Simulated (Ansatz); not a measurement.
Calculated with Ansatz (gas phase, PBE0-D4/def2-TZVP geometries, no zero-point term in ΔE). CBS: MP2 limit from def2 TZ/QZ plus the TZ coupled-cluster correction, frozen cores. This one scheme is used for every species. Functionals use def2-TZVPP. B3LYP here is the variant with VWN-RPA as its local correlation; programs differ in this. Each species was taken in one conformer, which may not be the lowest.

Consider the formal exchange of groups at the Si–C bond: `O=C[SiH](Cl)O[SiH3]` + `COCS` → `CO[SiH](Cl)O[SiH3]` + `O=CCS`.

`O=C[SiH](Cl)O[SiH3]`:

Z-matrix (Å, degrees):
```
Si
C 1 1.919
O 1 1.608 2 107.3
Cl 1 2.049 2 105.7 3 -119.8
H 1 1.478 2 113.3 3 122.3
O 2 1.207 1 118.8 3 2.7
H 2 1.114 1 121.4 3 -178.8
Si 3 1.654 1 142.8 2 -26.4
H 8 1.481 3 109.6 1 85.8
H 8 1.482 3 110.4 1 -36.6
H 8 1.483 3 106.4 1 -155.6
```

`COCS`:

Cartesian coordinates in Å:
```
C -1.391 -0.093 0.116
O -0.287 0.702 0.473
C 0.928 0.037 0.413
S 1.511 -0.392 -1.261
H -1.479 -0.965 0.777
H -1.312 -0.440 -0.920
H -2.280 0.528 0.223
H 1.667 0.678 0.890
H 0.894 -0.925 0.941
H 1.749 0.870 -1.653
```

`CO[SiH](Cl)O[SiH3]`:

Z-matrix (Å, degrees):
```
C
O 1 1.412
H 1 1.094 2 111.0
H 1 1.090 2 107.9 3 119.4
H 1 1.095 2 111.3 3 -121.5
Si 2 1.622 1 126.0 3 60.1
O 6 1.609 2 108.0 1 -173.1
Cl 6 2.054 2 109.1 1 -53.3
H 6 1.473 2 112.7 1 65.8
Si 7 1.645 6 143.5 2 47.7
H 10 1.483 7 109.5 6 -87.3
H 10 1.484 7 110.2 6 33.4
H 10 1.482 7 107.7 6 153.4
```

`O=CCS`:

Z-matrix (Å, degrees):
```
C
C 1 1.501
S 1 1.800 2 114.6
H 1 1.096 2 107.1 3 -123.3
H 1 1.096 2 106.9 3 123.3
O 2 1.198 1 125.6 3 -0.7
H 2 1.110 1 113.6 3 179.4
H 3 1.347 1 93.7 2 1.0
```

```csv
level,ΔE (kJ/mol),difference from CCSD(T)/CBS
B3LYP-D4,-180.5,6.4
ωB97M-V,-184.4,2.5
B2PLYP,-186.2,0.7
PBE,-171.3,15.6
PBE0,-181.2,5.7
SCS-MP2/def2-TZVPP,-188.4,-1.5
SCS-MP2/def2-QZVPP,-190.4,-3.5
HF/CBS(def2),-198.9,-12.0
MP2/CBS(def2),-195.4,-8.5
CCSD/CBS(def2),-189.8,-2.9
CCSD(T)/CBS,-186.9,0
```

Largest T1 diagnostic among the species: 0.014.

From PBE to PBE0 (25 % exact exchange), in def2-TZVPP and without D4, ΔE moves by −9.9 kJ/mol. In def2-TZVPP, CCSD(T) changes the Hartree–Fock value by +12.7 kJ/mol (the triples alone add +2.8 kJ/mol) and MP2 by +4.1 kJ/mol.
